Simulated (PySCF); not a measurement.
# C₆ coefficients of unlike pairs at CAM-B3LYP

Calculated with PySCF 2.14 from the dipole response of each species, C₆(A,B) = (3/π) ∫ α_A(iu) α_B(iu) du, in atomic units, from isotropic polarisabilities. For ions this is the dispersion term alone; charge-induced terms of lower order in 1/R come first.

| species | configuration | basis | relativity | α (bohr³) | C₆ (like pair) |
| --- | --- | --- | --- | --- | --- |
| Cd | [Kr] 4d10 5s2 (1S) | aug-cc-pwCVTZ-PP with ECP28MDF (8s8p7d4f3g) | core potential | 48.35 | 430.0 |
| Te³⁺ | [Kr] 4d10 5s2 5p1 (2P) | def2-QZVPPD with the def2 core potential (28 electrons) (8s7p5d4f1g) | core potential | 10.43 | 55.04 |
| Li | [He] 2s1 (2S) | aug-cc-pVDZ-DK (4s3p2d) | spin-free X2C | 148.7 | 1199 |
| Hf⁺ | [Xe] 4f14 5d1 6s2 (2D) | aug-cc-pVTZ-PP with one added diffuse shell each of s, p, d, f, g type with ECP60MDF (7s7p6d4f3g) | core potential | 53.16 | 516.3 |

**Question.** Estimate C₆ for Te³⁺ with Cd.

**Answer.** The integral gives 141.8. The combination rule 2 C_A C_B / (C_A α_B/α_A + C_B α_A/α_B) gives 136.1 and the geometric mean 153.8.

No spin-orbit coupling is included.

The other pairs:

```csv
pair,C₆
"Li, Cd",593.1
"Li, Te³⁺",151.6
"Hf⁺, Te³⁺",153.0
"Hf⁺, Li",655.3
"Hf⁺, Cd",470.5
```
